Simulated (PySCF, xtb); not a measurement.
Si(F)2(I)(OH) (F2HIOSi), SMILES O[Si](F)(F)I.

GFN2-xTB run with xtb at its own geometry gives an orbital gap of 6.66 eV and a dipole moment of 5.10 D.

Geometry: PBE0-D3(BJ)/def2-SVP. The structure was generated by enumeration, and PubChem lists no compound with its InChIKey, so it may never have been made. The def2 effective core potentials stand for the cores of I; spin–orbit coupling is left out. One conformer was computed; it need not be the lowest.

What does CAM-B3LYP/def2-TZVP in PySCF give? (Estimate from the structure and the level; the computed values follow.)

gap 9.92 eV (levels -9.56 and 0.36 eV), dipole 1.32 D.
